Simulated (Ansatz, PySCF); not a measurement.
Process, species as SMILES: CF (CH3F) [fluoromethane] -> [CH2]F + H atom (the C-H bond at the site shown breaks; other sites are not compared here)
Geometries: B3LYP-D3(BJ)/def2-TZVP minima from Ansatz (an electronic-structure program). Frequencies are from Ansatz or PySCF.

Property: bond dissociation energy (0 K, with B3LYP-D3(BJ) harmonic zero-point energies), in eV. Valence correlation only, unless marked. UHF or UKS for open shells. No spin-orbit coupling. Non-relativistic. CBS marks a two-point X^-3 extrapolation of the correlation energy; Hartree-Fock from the larger set.

| level | program | bond dissociation energy (eV) |
|---|---|---|
| HF/STO-3G | Ansatz | 4.18 |
| HF/cc-pVTZ | Ansatz | 3.23 |
| PBE-D3(BJ)/def2-TZVPD | Ansatz + dftd3 | 4.12 |
| BP86-D3(BJ)/def2-TZVPD | PySCF + dftd3 | 4.24 |
| r2SCAN0/def2-TZVPD | Ansatz | 4.07 |
| CCSD/cc-pVDZ | Ansatz | 4.07 |
| CCSD(T)/CBS(cc-pVTZ,cc-pVQZ) | Ansatz | 4.33 |
